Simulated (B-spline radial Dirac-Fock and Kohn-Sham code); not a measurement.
**Dipole and non-dipole photoemission parameters of Fe 3d3/2**

System: neutral iron, configuration 1s2 2s2 2p6 3s2 3p6 3d6 4s2; threshold 12.10 eV (orbital energy of the model). Calculated with a radial B-spline solver, using Dirac-Hartree-Slater photoionisation with a Latter tail; cross sections with all multipoles, angular parameters from the dipole term and its interference with E2.

For linearly polarised light dσ/dΩ = σ/(4π) [1 + β P₂(cos θ) + (δ + γ cos²θ) sin θ cos φ], with θ from the polarisation vector and φ the angle between the beam and the projection of the electron momentum on the plane normal to the polarisation.

| hν (eV) | σ (kb) | β | γ | δ |
| --- | --- | --- | --- | --- |
| 53.9 | 3310 | 0.394 | 0.002 | 0.011 |
| 77.2 | 2520 | 0.641 | 0.010 | 0.014 |
| 80 | 2430 | 0.665 | 0.011 | 0.014 |
| 114 | 1500 | 0.885 | 0.023 | 0.017 |
| 166 | 723 | 1.071 | 0.048 | 0.022 |
| 194 | 510 | 1.130 | 0.064 | 0.024 |
| 300 | 168 | 1.230 | 0.130 | 0.031 |
| 400 | 73.9 | 1.241 | 0.194 | 0.037 |
| 583 | 23.3 | 1.194 | 0.297 | 0.049 |
| 800 | 8.27 | 1.111 | 0.394 | 0.063 |
| 843 | 6.93 | 1.094 | 0.410 | 0.066 |
| 855 | 6.61 | 1.089 | 0.414 | 0.066 |
| 1000 | 3.86 | 1.034 | 0.463 | 0.076 |
| 1070 | 3.05 | 1.009 | 0.483 | 0.081 |
| 1170 | 2.23 | 0.975 | 0.510 | 0.087 |
| 1220 | 1.92 | 0.959 | 0.522 | 0.091 |
| 1300 | 1.53 | 0.935 | 0.541 | 0.096 |
| 1420 | 1.11 | 0.900 | 0.567 | 0.104 |
| 1850 | 0.419 | 0.797 | 0.641 | 0.133 |
| 1900 | 0.380 | 0.787 | 0.649 | 0.136 |
| 1930 | 0.358 | 0.781 | 0.653 | 0.138 |
| 2000 | 0.313 | 0.768 | 0.663 | 0.143 |
| 2010 | 0.307 | 0.766 | 0.664 | 0.144 |
| 2680 | ? | ? | ? | ? |
| 2984.4 | 0.0663 | 0.625 | 0.776 | 0.205 |
| 3640 | 0.0298 | 0.558 | 0.828 | 0.244 |
| 5414.7 | 0.00572 | 0.434 | 0.902 | 0.338 |
| 6000 | 0.00370 | 0.406 | 0.914 | 0.367 |
| 11200 | 0.000248 | 0.269 | 0.955 | 0.582 |
| 11800 | 0.000197 | 0.259 | 0.957 | 0.604 |

Task: Give the values at 2680 eV.

Result: σ = 0.101 kb, β = 0.662, γ = 0.745, δ = 0.186.
